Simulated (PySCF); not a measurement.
CH₃Cl₃Si, charge +1, doublet, at a GFN2-xTB geometry (a state made from the parent by changing its charge; the spin is typed, not shown lowest), atoms displaced at random by about 0.08 Å a coordinate; B3LYP/6-31G, gradient run with PySCF.

PySCF was given this input:
```python
from pyscf import gto, scf, dft

mol = gto.Mole()
mol.atom = '''
    C    -2.09736240   -0.38651025   -0.00926367
    Si   -0.10380589   -0.11289074   -0.04912687
    Cl    0.59270284   -1.28048048   -1.23955636
    Cl   -0.08594105    1.84776695   -0.42994182
    Cl    0.59107078   -0.47789103    1.89975666
    H    -2.17520958   -1.35714446    0.31909793
    H    -2.46352371    0.04055587    0.84235031
    H    -2.33737692   -0.13908258   -0.96783612
'''
mol.basis = '6-31g'
mol.charge = 1
mol.spin = 1
mol.verbose = 4
mol.build()

mf = dft.UKS(mol)
mf.xc = 'b3lyp'
mf.grids.level = 0
mf.kernel()
g = mf.nuc_grad_method()
g.grid_response = True
grad = g.kernel()
```

The log (banner, timings and long lists left out):

```
PySCF version 2.14.0

[INPUT] verbose = 4
[INPUT] num. atoms = 8
[INPUT] num. electrons = 73
[INPUT] charge = 1
[INPUT] spin (= nelec alpha-beta = 2S) = 1
[INPUT] symmetry False subgroup None
[INPUT] Mole.unit = angstrom
[INPUT] Symbol           X                Y                Z      unit          X                Y                Z       unit  Magmom
[INPUT]  1 C     -2.097362400000  -0.386510250000  -0.009263670000 AA   -3.963440519960  -0.730398516837  -0.017505799208 Bohr   0.0
[INPUT]  2 Si    -0.103805890000  -0.112890740000  -0.049126870000 AA   -0.196164702217  -0.213332580599  -0.092836329657 Bohr   0.0
[INPUT]  3 Cl     0.592702840000  -1.280480480000  -1.239556360000 AA    1.120046040852  -2.419757415052  -2.342422036363 Bohr   0.0
[INPUT]  4 Cl    -0.085941050000   1.847766950000  -0.429941820000 AA   -0.162405047358   3.491773477523  -0.812472289297 Bohr   0.0
[INPUT]  5 Cl     0.591070780000  -0.477891030000   1.899756660000 AA    1.116961894433  -0.903083164086   3.590019790718 Bohr   0.0
[INPUT]  6 H     -2.175209580000  -1.357144460000   0.319097930000 AA   -4.110550369730  -2.564631340871   0.603007694616 Bohr   0.0
[INPUT]  7 H     -2.463523710000   0.040555870000   0.842350310000 AA   -4.655385113272   0.076639487043   1.591811386842 Bohr   0.0
[INPUT]  8 H     -2.337376920000  -0.139082580000  -0.967836120000 AA   -4.417002228679  -0.262827984898  -1.828945200262 Bohr   0.0

nuclear repulsion = 448.352845194526
number of shells = 39
number of NR pGTOs = 218
number of NR cGTOs = 67
basis = 6-31g
ecp = {}

******** <class 'pyscf.dft.uks.UKS'> ********
method = UKS
initial guess = minao
damping factor = 0
level_shift factor = 0
DIIS = <class 'pyscf.scf.diis.CDIIS'>
diis_start_cycle = 1
diis_space = 8
diis_damp = 0
SCF conv_tol = 1e-09
SCF conv_tol_grad = None
SCF max_cycles = 50
direct_scf = True
direct_scf_tol = 1e-13
number electrons alpha = 37  beta = 36
XC library pyscf.dft.libxc version 7.1.2
    S. Lehtola, C. Steigemann, M. J. T. Oliveira, and M. A. L. Marques,  SoftwareX 7, 1–5 (2018)
XC functionals = b3lyp
    P. J. Stephens, F. J. Devlin, C. F. Chabalowski, and M. J. Frisch,  J. Phys. Chem. 98, 11623 (1994)
radial grids:
    Treutler-Ahlrichs [JCP 102, 346 (1995); DOI:10.1063/1.469408] (M4) radial grids

becke partition: Becke, JCP 88, 2547 (1988); DOI:10.1063/1.454033
pruning grids: <function nwchem_prune>
grids dens level: 0
symmetrized grids: False
atomic radii adjust function: <function treutler_atomic_radii_adjust>
small_rho_cutoff = 0
Set gradient conv threshold to 3.16228e-05
tot grids = 9448
init E= -1710.88830756137

cycle= 1 E= -1709.49835714582  delta_E= 1.39  |g|= 0.368  |ddm|= 2.05
cycle= 2 E= -1709.37964043127  delta_E= 0.119  |g|= 0.564  |ddm|= 1.85
cycle= 3 E= -1709.60193942676  delta_E= -0.222  |g|= 0.158  |ddm|= 1.17
cycle= 4 E= -1709.620149173  delta_E= -0.0182  |g|= 0.0329  |ddm|= 0.33
cycle= 5 E= -1709.62071063158  delta_E= -0.000561  |g|= 0.0202  |ddm|= 0.0835
cycle= 6 E= -1709.6209901947  delta_E= -0.00028  |g|= 0.0032  |ddm|= 0.0346
cycle= 7 E= -1709.62099949844  delta_E= -9.3e-06  |g|= 0.00148  |ddm|= 0.00897
cycle= 8 E= -1709.62100168483  delta_E= -2.19e-06  |g|= 0.000728  |ddm|= 0.00427
cycle= 9 E= -1709.62100231044  delta_E= -6.26e-07  |g|= 0.000294  |ddm|= 0.00235
cycle= 10 E= -1709.62100244935  delta_E= -1.39e-07  |g|= 5.96e-05  |ddm|= 0.00122
cycle= 11 E= -1709.62100247101  delta_E= -2.17e-08  |g|= 3.4e-05  |ddm|= 0.00063
cycle= 12 E= -1709.62100247771  delta_E= -6.7e-09  |g|= 7.08e-06  |ddm|= 0.000421
cycle= 13 E= -1709.62100247865  delta_E= -9.43e-10  |g|= 5.91e-06  |ddm|= 0.000164
Extra cycle  E= -1709.62100247873  delta_E= -8e-11  |g|= 9.38e-06  |ddm|= 4.74e-05
converged SCF energy = -1709.62100247873  <S^2> = 0.75417553  2S+1 = 2.0041712

******** <class 'pyscf.grad.uks.Gradients'> for <class 'pyscf.dft.uks.UKS'> ********
unit = Eh/Bohr
grid_response = True
--------------- UKS gradients ---------------
         x                y                z
0 C    -0.0250401698     0.0132884298    -0.0262158549
1 Si     0.0618969059    -0.0783304301    -0.1306221641
2 Cl    -0.0800767028     0.1338834515     0.1428714452
3 Cl    -0.0011166663    -0.0640849210     0.0145970711
4 Cl    -0.0017267532     0.0040858184    -0.0234175097
5 H    -0.0014909903     0.0658813338     0.0073467044
6 H     0.0248196832    -0.0567099744    -0.0352645054
7 H     0.0227346933    -0.0180137080     0.0507048134
----------------------------------------------
```
